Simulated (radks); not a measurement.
All-electron atom: the selenium anion Se- in [Ar] 3d10 4s2 4p5. Method: scalar-relativistic Kohn-Sham, PBE, spin-polarised, spherical densities, point nucleus; open shells are filled with parallel spins first; hard spherical wall at 8 bohr; computed with a radial shooting solver on a logarithmic mesh with Libxc functionals.

Local quantities along the radius. ELF = 1/(1 + alpha^2) is the electron localisation function; alpha = (tau - tau_W)/tau_unif compares the Pauli kinetic energy density with that of the uniform gas (summed over spins); r v_xc is r times the local exchange-correlation potential of spin up (hartree bohr); s = |grad rho|/(2 (3 pi^2)^(1/3) rho^(4/3)) is the reduced gradient. tau is taken from the large components.

r (bohr)    ELF    alpha   r v_xc       s
0.002538  1.000  0.01949  -0.1132  0.5001
0.003331  1.000  0.02049  -0.1335  0.4794
0.004407  1.000  0.02226  -0.1602  0.4678
0.005785  0.999  0.02506  -0.1927  0.4651
0.007593  0.999  0.02952  -0.2322  0.4708
0.009966  0.999  0.03685  -0.2787  0.4856
0.01308   0.998  0.04947  -0.3312  0.5112
0.01717   0.995  0.07290  -0.3872  0.5502
0.02254   0.986   0.1206  -0.4417  0.6056
0.02958   0.951   0.2282  -0.4877  0.6769
0.03914   0.801   0.4990  -0.5191  0.7475
0.05138   0.472    1.057  -0.5339  0.7343
0.06744   0.294    1.548  -0.5484  0.5330
0.08852   0.424    1.165  -0.6428  0.3152
0.1162    0.698   0.6585  -0.7885  0.3149
0.1525    0.792   0.5127  -0.8761  0.4527
0.2002    0.623   0.7782  -0.8672  0.6203
0.2627    0.267    1.657  -0.7994  0.5500
0.3477    0.382    1.271  -0.9250  0.2250
0.4563    0.714   0.6321   -1.121  0.2816
0.599     0.770   0.5463   -1.166  0.4912
0.7862    0.590   0.8341   -1.038  0.7649
1.032     0.238    1.787  -0.8535  0.9137
1.355     0.267    1.656  -0.8239  0.5961
1.778     0.686   0.6765  -0.9371  0.5528
2.334     0.787   0.5200  -0.9366  0.7769
3.088     0.671   0.7002  -0.8331   1.130
4.053     0.436    1.137  -0.6743   1.681
5.32      0.178    2.146  -0.5084   2.948
6.983     0.016    7.732  -0.3651   12.53

On this mesh the ELF has minima near r = 0.067, 0.30, 1.2 bohr, which separate the shells, and maxima near 0.15 (0.79), 0.52 (0.77), 2.3 (0.79).
